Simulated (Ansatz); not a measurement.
`[OH][AlH][CH2]O[SiH3]` + `N[SiH3]` → `[OH][AlH][NH][SiH3]` + `CO[SiH3]`  (ligand exchange at the Al–C bond)

Program: Ansatz. Geometries: PBE0-D4/def2-TZVP. ΔE: electronic, gas phase. CCSD(T)/CBS adds triple-zeta CCSD(T) − MP2 to the extrapolated MP2 energy (def2 sets, frozen cores). This one scheme is used for every species. DFT in def2-TZVPP. One conformer a species, not always the lowest.

`[OH][AlH][CH2]O[SiH3]`:

```xyz
12

O    -0.091    2.531    0.016
Al    0.325    1.065   -0.742
C    -1.079   -0.352   -0.774
O    -0.503   -1.589   -0.279
Si    0.418   -1.409    1.051
H     0.473    3.302    0.005
H     1.641    0.951   -1.623
H    -1.968   -0.101   -0.183
H    -1.430   -0.558   -1.789
H     1.392   -2.517    1.165
H     1.166   -0.095    0.843
H    -0.344   -1.228    2.312
```

`N[SiH3]`:

Cartesian coordinates in Å:
```
N 0.396 0.842 -0.522
Si -0.292 -0.444 0.390
H 0.050 1.037 -1.447
H 1.387 1.013 -0.471
H -1.770 -0.294 0.347
H 0.028 -1.825 -0.082
H 0.202 -0.329 1.786
```

`[OH][AlH][NH][SiH3]`:

Cartesian coordinates in Å:
```
O 1.133 -0.143 1.930
Al -0.396 0.373 1.416
N -0.752 0.244 -0.318
Si 0.213 -0.335 -1.628
H 1.422 -0.116 2.840
H -1.479 0.948 2.411
H -1.674 0.562 -0.590
H 1.524 -0.759 -1.080
H 0.433 0.717 -2.662
H -0.426 -1.491 -2.319
```

`CO[SiH3]`:

```xyz
9

C    -0.513    0.023   -1.261
O    -0.351    0.715   -0.045
Si    0.457    0.072    1.232
H     0.454   -0.211   -1.722
H    -1.076    0.660   -1.945
H    -1.068   -0.912   -1.121
H     0.419    1.087    2.308
H     1.867   -0.243    0.865
H    -0.189   -1.192    1.689
```

Is it downhill or uphill in electronic energy at CCSD(T)/CBS, and by how much? (An estimate is asked.)

Ansatz gave: Downhill: ΔE = -121.5 kJ/mol.

What do these levels give: PBE-D4, r2SCAN-D4, HF/def2-TZVPP, CCSD/def2-TZVPP, SCS-MP2/def2-QZVPP, CCSD/CBS(def2)? (Best estimate.)

Computed: PBE-D4 -105.9, r2SCAN-D4 -117.2, HF/def2-TZVPP -146.0, CCSD/def2-TZVPP -126.9, SCS-MP2/def2-QZVPP -128.9, CCSD/CBS(def2) -125.0 kJ/mol.

Largest T1 diagnostic among the species: 0.013.

From PBE to PBE0 (25 % exact exchange), in def2-TZVPP and without D4, ΔE moves by −6.3 kJ/mol. In def2-TZVPP, CCSD(T) changes the Hartree–Fock value by +22.7 kJ/mol (the triples alone add +3.5 kJ/mol) and MP2 by +19.3 kJ/mol.
